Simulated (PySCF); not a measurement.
Bonds (- single, = double, # triple, : aromatic): C1-Si2 1.901 Å, Si2-Si3 2.324 Å, Si3-C4 1.951 Å, C4-F5 1.346 Å, C4-F6 1.353 Å, C4-F7 1.353 Å. C1 carries H8, H9, H10; Si2 carries H11, H12; Si3 carries H13, H14.

Calculated, not measured (PySCF 2.14): PBE0/pcSseg-1 with gauge-including orbitals, GFN2-xTB geometry. Equivalent nuclei averaged, one conformer, non-relativistic, gas phase.

Referencing at the same level of theory: 13C (186.93 ppm), 1H (31.72 ppm), 29Si (349.16 ppm) vs TMS; 19F (170.95 ppm) against CFCl3.

```
    atoms  nucleus  count  δ (ppm)
  H11/H12       1H      2     4.10
      Si3     29Si      1        ?
       C4      13C      1    142.5
  H13/H14       1H      2        ?
H8/H9/H10       1H      3     0.45
       C1      13C      1     -9.6
      Si2     29Si      1    -80.9
 F5/F6/F7      19F      3    -62.6
```

Task: Complete the table.

Result: 
- H13/H14: 4.08 ppm, hydrogen on a silicon bonded to C, Si
- Si3: -69.9 ppm, silicon bonded to C, Si, 2 H

Shifts are as computed. Against solution values, carbons near 30 ppm lie about +3 ppm off and those near 130 ppm about +5 ppm. Of 1211 compounds with measured shifts, 218 miss one by over three times the rms of a fit or turn the order of signals round; such compounds aren't used in these exercises. Unscaled 19F shifts against computed CFCl3 carry errors that often reach 10 to 50 ppm.
